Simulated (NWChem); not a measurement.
Everything below was run with NWChem. System: H₃ClGe, charge 0, spin multiplicity 1, at a geometry optimised with PBE0/def2-SVP. The structure started from a generated list of species. Level: PBE0/def2-SVP.

Job file:

```
start mol
memory heap 200 mb stack 900 mb global 1100 mb
geometry units angstroms nocenter noautoz
  Ge     0.680751     0.021745     0.000000
  Cl    -1.482602    -0.047358     0.000000
  H      1.116691     0.768217     1.268174
  H      1.116691     0.768217    -1.268174
  H      1.186803    -1.427190     0.000000
  symmetry group Cs
end
basis spherical
  * library def2-svp
end
dft
  xc pbe0
  semidirect memsize 60000000 filesize 0
  iterations 100
end
task dft energy
```

Part of the output:

```
             Northwest Computational Chemistry Package (NWChem) 7.3.0
             --------------------------------------------------------

                                NWChem Input Module
                                -------------------

 Scaling coordinates for geometry "geometry" by  1.889725989
 (inverse scale =  0.529177249)

 Turning off AUTOSYM since
 SYMMETRY directive was detected!

                             Geometry "geometry" -> ""
                             -------------------------

 Output coordinates in angstroms (scale by  1.889725989 to convert to a.u.)

  No.       Tag          Charge          X              Y              Z
 ---- ---------------- ---------- -------------- -------------- --------------
    1 Ge                  32.0000     0.68075100     0.02174500     0.00000000
    2 Cl                  17.0000    -1.48260200    -0.04735800     0.00000000
    3 H                    1.0000     1.11669100     0.76821700     1.26817400
    4 H                    1.0000     1.11669100     0.76821700    -1.26817400
    5 H                    1.0000     1.18680300    -1.42719000     0.00000000

 Effective nuclear repulsion energy (a.u.)     175.7070597872

            Nuclear Dipole moment (a.u.)
            ----------------------------
        X                 Y               Z
 ---------------- ---------------- ----------------
    -0.0000321253    -0.0000037795     0.0000000000

      Symmetry information
      --------------------

 Group name             Cs
 Group number              2
 Group order               2
 No. of unique centers     4

      Symmetry unique atoms

     1    2    3    5


 Summary of "ao basis" -> "" (spherical)
 ------------------------------------------------------------------------------
       Tag                 Description            Shells   Functions and Types
 ---------------- ------------------------------  ------  ---------------------
 *                          def2-svp                  on all atoms

                                 NWChem DFT Module
                                 -----------------

 Summary of "ao basis" -> "ao basis" (spherical)
 ------------------------------------------------------------------------------
       Tag                 Description            Shells   Functions and Types
 ---------------- ------------------------------  ------  ---------------------
 Ge                         def2-svp                12       32   5s4p3d
 Cl                         def2-svp                 8       18   4s3p1d
 H                          def2-svp                 3        5   2s1p

 Summary of "ao basis" -> "ao basis" (spherical)
 ------------------------------------------------------------------------------
       Tag                 Description            Shells   Functions and Types
 ---------------- ------------------------------  ------  ---------------------
 Ge                         def2-svp                12       32   5s4p3d
 Cl                         def2-svp                 8       18   4s3p1d
 H                          def2-svp                 3        5   2s1p

      Symmetry analysis of basis
      --------------------------

        a'         44
        a"         21

            General Information
            -------------------
          SCF calculation type: DFT
          Wavefunction type:  closed shell.
          No. of atoms     :     5
          No. of electrons :    52
           Alpha electrons :    26
            Beta electrons :    26
[...]
 d= 0,ls=0.0,diis     2  -2538.1873629446 -1.09D-02  6.95D-03  1.36D-01     0.8
 d= 0,ls=0.0,diis     3  -2538.2085029336 -2.11D-02  1.36D-03  1.59D-02     1.0
 d= 0,ls=0.0,diis     4  -2538.2100281599 -1.53D-03  1.90D-04  8.13D-04     1.1
 d= 0,ls=0.0,diis     5  -2538.2100788485 -5.07D-05  6.74D-05  2.59D-05     1.2
  Resetting Diis
 d= 0,ls=0.0,diis     6  -2538.2100806930 -1.84D-06  1.39D-05  6.91D-07     1.3
 d= 0,ls=0.0,diis     7  -2538.2100807801 -8.71D-08  4.81D-06  4.16D-08     1.4

         Total DFT energy =    -2538.210080780067
      One electron energy =    -3881.624691960335
           Coulomb energy =     1275.723468696603
    Exchange-Corr. energy =     -108.015917303490
 Nuclear repulsion energy =      175.707059787155

 Numeric. integr. density =       52.000010168322

     Total iterative time =      1.1s

                  Occupations of the irreducible representations
                  ----------------------------------------------

                     irrep           alpha         beta
                     --------     --------     --------
                     a'               19.0         19.0
                     a"                7.0          7.0

                       DFT Final Molecular Orbital Analysis
                       ------------------------------------

 Vector   24  Occ=2.000000D+00  E=-3.874778D-01  Symmetry=a'
              MO Center= -7.9D-01, -2.5D-02, -2.2D-15, r^2= 2.7D+00
   Bfn.  Coefficient  Atom+Function         Bfn.  Coefficient  Atom+Function
  ----- ------------  ---------------      ----- ------------  ---------------
    43      0.490261  2 Cl px                40      0.391766  2 Cl px
    12     -0.276419  1 Ge px                37      0.229565  2 Cl px
     9      0.161423  1 Ge px                15     -0.128388  1 Ge px
    36     -0.114129  2 Cl s                 35     -0.109650  2 Cl s
    51     -0.105194  3 H  s                 56     -0.105194  4 H  s

 Vector   25  Occ=2.000000D+00  E=-3.163166D-01  Symmetry=a"
              MO Center= -9.3D-01,  9.2D-02,  5.2D-15, r^2= 2.5D+00
   Bfn.  Coefficient  Atom+Function         Bfn.  Coefficient  Atom+Function
  ----- ------------  ---------------      ----- ------------  ---------------
    45      0.592317  2 Cl pz                42      0.430359  2 Cl pz
    39      0.250749  2 Cl pz                51     -0.170095  3 H  s
    56      0.170095  4 H  s                 52     -0.150991  3 H  s
    57      0.150991  4 H  s                 14     -0.128441  1 Ge pz
    11      0.070929  1 Ge pz                21     -0.052748  1 Ge d  1

 Vector   26  Occ=2.000000D+00  E=-3.163162D-01  Symmetry=a'
              MO Center= -9.2D-01, -1.5D-01,  2.0D-17, r^2= 2.5D+00
   Bfn.  Coefficient  Atom+Function         Bfn.  Coefficient  Atom+Function
  ----- ------------  ---------------      ----- ------------  ---------------
    44      0.592015  2 Cl py                41      0.430140  2 Cl py
    38      0.250621  2 Cl py                61      0.196410  5 H  s
    62      0.174352  5 H  s                 13     -0.128376  1 Ge py
    51     -0.098205  3 H  s                 56     -0.098205  4 H  s
    52     -0.087176  3 H  s                 57     -0.087176  4 H  s

 Vector   27  Occ=0.000000D+00  E=-3.897037D-03  Symmetry=a'
              MO Center=  4.9D-01,  1.6D-02,  2.5D-15, r^2= 3.7D+00
   Bfn.  Coefficient  Atom+Function         Bfn.  Coefficient  Atom+Function
  ----- ------------  ---------------      ----- ------------  ---------------
    15      0.956872  1 Ge px                43      0.589635  2 Cl px
     4     -0.507040  1 Ge s                 36      0.508853  2 Cl s
    12      0.331172  1 Ge px                40      0.238213  2 Cl px
     3      0.218068  1 Ge s                  9     -0.184899  1 Ge px
    35      0.180732  2 Cl s                 37      0.142579  2 Cl px

 Vector   28  Occ=0.000000D+00  E= 4.518492D-02  Symmetry=a'
              MO Center=  9.8D-01,  3.2D-02, -1.4D-13, r^2= 4.0D+00
   Bfn.  Coefficient  Atom+Function         Bfn.  Coefficient  Atom+Function
  ----- ------------  ---------------      ----- ------------  ---------------
     4      1.141981  1 Ge s                 52     -0.844332  3 H  s
    57     -0.844332  4 H  s                 62     -0.844177  5 H  s
     5      0.837614  1 Ge s                 15      0.633025  1 Ge px
     3     -0.424668  1 Ge s                 51     -0.176173  3 H  s
    56     -0.176173  4 H  s                 61     -0.176148  5 H  s

 Vector   29  Occ=0.000000D+00  E= 6.088295D-02  Symmetry=a"
              MO Center=  6.5D-01, -1.2D-01,  1.8D-13, r^2= 4.0D+00
   Bfn.  Coefficient  Atom+Function         Bfn.  Coefficient  Atom+Function
  ----- ------------  ---------------      ----- ------------  ---------------
    17      1.522971  1 Ge pz                52     -1.119864  3 H  s
    57      1.119864  4 H  s                 14      0.300186  1 Ge pz
    45     -0.281088  2 Cl pz                51     -0.162444  3 H  s
    56      0.162444  4 H  s                 11     -0.160529  1 Ge pz
    42     -0.107634  2 Cl pz                29     -0.101175  1 Ge d -1

 center of mass
 --------------
 x =   0.03249558 y =   0.00103805 z =   0.00000000

 moments of inertia (a.u.)
 ------------------
          23.559767230445         -12.750749418542           0.000000000000
         -12.750749418542         422.328368096544           0.000000000000
           0.000000000000           0.000000000000         422.735497392739

     Multipole analysis of the density
     ---------------------------------

     L   x y z        total         alpha         beta         nuclear
     -   - - -        -----         -----         ----         -------
     0   0 0 0     -0.000000    -26.000000    -26.000000     52.000000

     1   1 0 0      0.772509      0.386271      0.386271     -0.000032
     1   0 1 0      0.024677      0.012340      0.012340     -0.000004
     1   0 0 1     -0.000000     -0.000000     -0.000000      0.000000

     2   2 0 0    -23.888190   -112.112178   -112.112178    200.336166
     2   1 1 0     -0.009428     -3.020914     -3.020914      6.032401
     2   1 0 1     -0.000000     -0.000000     -0.000000      0.000000
     2   0 2 0    -23.593251    -17.636109    -17.636109     11.678967
     2   0 1 1     -0.000000     -0.000000     -0.000000      0.000000
     2   0 0 2    -23.592950    -17.539694    -17.539694     11.486438

 Task  times  cpu:        1.4s     wall:        1.4s

 Total times  cpu:        1.4s     wall:        1.4s
```
